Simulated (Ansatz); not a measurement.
Molecular dynamics, step by step

CH₃BSe (SMILES B1C[Se]1), closed shell, PBE0-D4/cc-pVDZ (Ansatz 0.2.0). Settings (timestep in fs, temperature in K; T counts 12 degrees of freedom):

```yaml
hamiltonian: {xc: pbe0, dispersion: d4}
md: {n_steps: 30, timestep: 0.5, temperature: 300, ensemble: nve, seed: 471, initial_velocities: maxwell_boltzmann}
```

Start (the SMILES describes the start alone):

B1  (-0.574, -0.626, -0.306)
C2  (0.246, 0.588, 0.135)
Se3  (0.970, -1.247, 0.494)
H4  (-1.537, -1.006, -0.815)
H5  (0.864, 1.154, -0.553)
H6  (0.031, 1.138, 1.044)
(Å)

| step | time (fs) | potential energy less the start (meV) | kinetic energy (meV) | T (K) |
| --- | --- | --- | --- | --- |
| 0 | 0.00 | 0.0 | 155.1 | 300 |
| 2 | 1.00 | -2.9 | 158.2 | 306 |
| 4 | 2.00 | 2.5 | 152.9 | 296 |
| 6 | 3.00 | 8.0 | 147.4 | 285 |
| 8 | 4.00 | 14.3 | 141.1 | 273 |
| 10 | 5.00 | 26.1 | 129.2 | 250 |
| 12 | 6.00 | 48.5 | 106.8 | 207 |
| 14 | 7.00 | 80.6 | 74.9 | 145 |
| 16 | 8.00 | 106.5 | 49.4 | 95 |
| 18 | 9.00 | 106.6 | 49.1 | 95 |
| 20 | 10.00 | 87.4 | 67.9 | 131 |
| 22 | 11.00 | 76.4 | 78.7 | 152 |
| 24 | 12.00 | 83.8 | 71.7 | 139 |
| 26 | 13.00 | 90.5 | 65.3 | 126 |
| 28 | 14.00 | 74.5 | 81.3 | 157 |
| 30 | 15.00 | 36.6 | 118.8 | 230 |

Step 4, positions (Å) and forces (eV/Å):

| atom | x | y | z | Fx | Fy | Fz |
| --- | --- | --- | --- | --- | --- | --- |
| B1 | -0.596 | -0.628 | -0.312 | 0.898 | 0.842 | 0.346 |
| C2 | 0.252 | 0.596 | 0.133 | -0.540 | 0.233 | 0.937 |
| Se3 | 0.972 | -1.249 | 0.495 | 0.340 | -0.277 | 0.216 |
| H4 | -1.542 | -1.030 | -0.843 | -0.846 | -0.271 | -0.410 |
| H5 | 0.880 | 1.171 | -0.549 | 0.021 | 0.045 | -0.227 |
| H6 | 0.017 | 1.171 | 1.077 | 0.129 | -0.571 | -0.862 |

Step 20, positions (Å) and forces (eV/Å):

```csv
atom,x,y,z,Fx,Fy,Fz
B1,-0.657,-0.612,-0.331,1.822,0.602,0.436
C2,0.258,0.624,0.136,-1.061,-1.925,-0.744
Se3,0.980,-1.255,0.499,-0.963,0.534,-0.347
H4,-1.596,-1.083,-0.929,0.188,0.314,0.296
H5,0.877,1.190,-0.550,0.146,0.134,-0.368
H6,-0.006,1.163,1.027,-0.133,0.341,0.727
```

Step 26, positions (Å) and forces (eV/Å):

```csv
atom,x,y,z,Fx,Fy,Fz
B1,-0.660,-0.599,-0.335,2.786,0.832,1.122
C2,0.249,0.616,0.129,-1.177,-0.600,0.752
Se3,0.982,-1.256,0.500,-1.049,0.562,-0.432
H4,-1.563,-1.045,-0.903,-0.899,-0.240,-0.392
H5,0.864,1.187,-0.572,-0.021,0.027,-0.070
H6,-0.026,1.183,1.072,0.360,-0.583,-0.980
```

Last step (30):

| atom | x (Å) | y (Å) | z (Å) |
| --- | --- | --- | --- |
| B1 | -0.6500 | -0.5861 | -0.3326 |
| C2 | 0.2388 | 0.6071 | 0.1269 |
| Se3 | 0.9826 | -1.2564 | 0.5007 |
| H4 | -1.5757 | -1.0273 | -0.8986 |
| H5 | 0.8551 | 1.1872 | -0.5924 |
| H6 | -0.0257 | 1.1748 | 1.0667 |

Hardware: 2 CPU threads of an Intel Xeon 6975P-C, shared host. Wall time about 26 s.
